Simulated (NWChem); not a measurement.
System: C$_{3}$H$_{4}$BF$_{2}$N; SMILES C1(F)B(F)NCC=1

NWChem input:

```
start job
memory heap 200 mb stack 900 mb global 1100 mb
geometry units angstroms noautoz
  F      1.905436    -1.038381     0.000000
  B      0.650215    -0.597096     0.000000
  N     -0.498766    -1.401665     0.000000
  C     -1.701756    -0.601252     0.000000
  C     -1.230959     0.821082     0.000000
  C      0.110800     0.872687     0.000000
  F      0.827034     1.990648     0.000000
  H     -0.562132    -2.409449     0.000000
  H     -2.331085    -0.805822    -0.886932
  H     -2.331085    -0.805822     0.886932
  H     -1.917077     1.670595     0.000000
end
basis spherical
  * library def2-svp
end
dft
  xc xctpssh
  iterations 150
  mulliken
end
task dft energy
```

Structure relaxed at the PBE0/def2-SVP level.

Question: What results follow from this input? (TPSSh/def2-SVP.) Quantities: energy (Ha); highest occupied level (eV); orbital gap (eV); dipole (D).

Answer: The energy (Ha) is -395.81 and the highest occupied level (eV) is -6.52. The orbital gap (eV) is 5.79 and the dipole (D) comes out as 3.49.
